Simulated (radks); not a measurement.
Ag4+, configuration [Kr] 4d7 (the NIST ground configuration).

Calculated with a radial shooting solver on a logarithmic mesh with Libxc functionals: scalar-relativistic Kohn-Sham, PBEsol, spin-polarised, spherical densities, point nucleus; open shells are filled with parallel spins first (spin-orbit coupling, left out, can overturn this in heavy ions).

Energy parts (hartree):
total: -5309.24746
kinetic: 5515.69393
electron-nucleus: -12746.62835
Hartree: 2066.39377
exchange-correlation: -144.70682

Orbitals (lengths in bohr, moments of r in powers of bohr; r(max) is where P^2 peaks):
1s up: occ. 1; eigenvalue (hartree) -932.4881; r(max) 0.02017; <r> 0.03112; <r^2> 0.001309
1s down: occ. 1; eigenvalue (hartree) -932.4880; r(max) 0.02017; <r> 0.03112; <r^2> 0.001309
2s up: occ. 1; eigenvalue (hartree) -139.1467; r(max) 0.1140; <r> 0.1350; <r^2> 0.02148
2s down: occ. 1; eigenvalue (hartree) -139.1225; r(max) 0.1140; <r> 0.1350; <r^2> 0.02148
2p up: occ. 3; eigenvalue (hartree) -125.0516; r(max) 0.09116; <r> 0.1177; <r^2> 0.01692
2p down: occ. 3; eigenvalue (hartree) -125.0329; r(max) 0.09115; <r> 0.1177; <r^2> 0.01692
3s up: occ. 1; eigenvalue (hartree) -27.23885; r(max) 0.3327; <r> 0.3687; <r^2> 0.1555
3s down: occ. 1; eigenvalue (hartree) -27.22520; r(max) 0.3328; <r> 0.3687; <r^2> 0.1555
3p up: occ. 3; eigenvalue (hartree) -22.61214; r(max) 0.3259; <r> 0.3677; <r^2> 0.1571
3p down: occ. 3; eigenvalue (hartree) -22.59679; r(max) 0.3259; <r> 0.3676; <r^2> 0.1569
3d up: occ. 5; eigenvalue (hartree) -15.31555; r(max) 0.2736; <r> 0.3458; <r^2> 0.1425
3d down: occ. 5; eigenvalue (hartree) -15.29292; r(max) 0.2737; <r> 0.3456; <r^2> 0.1423
4s up: occ. 1; eigenvalue (hartree) -5.59470; r(max) 0.8196; <r> 0.9011; <r^2> 0.9179
4s down: occ. 1; eigenvalue (hartree) -5.50106; r(max) 0.8181; <r> 0.8998; <r^2> 0.9157
4p up: occ. 3; eigenvalue (hartree) -4.23104; r(max) 0.8707; <r> 0.9769; <r^2> 1.088
4p down: occ. 3; eigenvalue (hartree) -4.13497; r(max) 0.8691; <r> 0.9762; <r^2> 1.087
4d up: occ. 5; eigenvalue (hartree) -2.24214; r(max) 0.9969; <r> 1.195; <r^2> 1.669
4d down: occ. 2; eigenvalue (hartree) -2.14760; r(max) 0.9958; <r> 1.202; <r^2> 1.694

The highest occupied level is 4d down at -58.439 eV. Spin moment in Bohr magnetons: 3. Summed over all electrons, <r^2> = 22.92 bohr^2, which gives a Langevin (diamagnetic) susceptibility term of -18.2 x 10^-6 cm^3/mol.
